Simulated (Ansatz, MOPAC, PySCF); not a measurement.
Pair of molecules: HF (SMILES F) (first 2 atoms) with C2H2 (SMILES C#C); geometry from B3LYP-D3(BJ)/def2-TZVP, rigid monomers moved along the line of their centres of mass till H2···C3 is 2.52 Å.
(charge 0, multiplicity 1):
| atom | x (Å) | y (Å) | z (Å) |
|---|---|---|---|
| F | -0.0325 | -0.0116 | 0.3487 |
| H | -0.0182 | -0.0044 | 1.2833 |
| C | 0.2599 | -0.5340 | 3.7281 |
| C | -0.2253 | 0.5616 | 3.7272 |
| H | 0.6909 | -1.5066 | 3.7371 |
| H | -0.6561 | 1.5344 | 3.7343 |

Monomers are frozen at their geometry in the pair; levels with a basis set take the counterpoise correction. Rows marked so take none.

Frozen-core correlation. CBS(a, b) extrapolates the correlation energy as X⁻³ and adds the Hartree–Fock energy of set b. Rows in 3-21G, 6-311+G**, 6-31G* carry no dispersion term and start afresh at each structure (6-31G* with six Cartesian d functions). The state that AM1, PM7 reach isn't checked; PM7 holds dispersion and hydrogen-bond terms.

Codes used: Ansatz (Gaussian basis) for Hartree–Fock, density functionals and correlated methods; MOPAC for AM1, PM7 (differences of heats of formation); PySCF for 3-21G rows, 6-311+G** rows, 6-31G* rows, the dispersion terms. 

Other levels give for the interaction energy: PBE/def2-TZVPPD -4.14; B3LYP/def2-TZVPPD -3.61; B3LYP-D3(BJ)/def2-TZVPPD -4.39; wB97M-V/def2-TZVPPD -4.21; CCSD(T)/CBS(aug-cc-pVDZ, aug-cc-pVTZ) -3.97 kcal/mol.

### Question
What do these common cheap choices give for the same quantity: AM1, PM7, HF/6-31G* (no counterpoise), B3LYP/3-21G (no counterpoise), B3LYP/6-31G*, B3LYP/6-31G* (no counterpoise), B3LYP/6-311+G** (no counterpoise), M06-2X/6-31G* (no counterpoise)?

### Answer
AM1 -1.01; PM7 -1.46; HF/6-31G* (no counterpoise) -3.99; B3LYP/3-21G (no counterpoise) -4.49; B3LYP/6-31G* -3.87; B3LYP/6-31G* (no counterpoise) -4.73; B3LYP/6-311+G** (no counterpoise) -3.81; M06-2X/6-31G* (no counterpoise) -4.77 kcal/mol. They span -4.77 to -1.01 kcal/mol.

Ansatz is a quantum-chemistry and plane-wave program.
